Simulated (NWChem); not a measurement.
# Electron attachment to I$_{2}$Pb

```
Pb
I 1 2.8284
I 1 2.8284 2 101.71
```
Charge 0, spin multiplicity 1.

Program: NWChem. The geometry was optimised at PBE0/def2-SVP with def2 effective core potentials on I, Pb, a minimum by its harmonic frequencies.

Basis set: def2-SVPD. The species with one electron more has spin multiplicity 2 and keeps the geometry of the parent. Δ marks differences of total energies (open shells unrestricted). The basis adds only a small set of diffuse functions.

Effective core potentials replace the inner electrons of I, Pb; spin-orbit coupling is left out. The correlated methods keep 12 core orbitals frozen. The structure started from a generated list of species. The stability of the SCF solutions was not checked.

Problem. One of these methods gave a vertical electron affinity of 1.09 eV. Which?
(A) ΔLC-wPBE (omega 0.3 per bohr)
(B) G0W0@PBE0
(C) evGW@PBE
(D) ΔB2PLYP

Solution. C, evGW@PBE. The others give 1.70 (ΔB2PLYP), 1.44 (G0W0@PBE0), 1.96 (ΔLC-wPBE (omega 0.3 per bohr)).
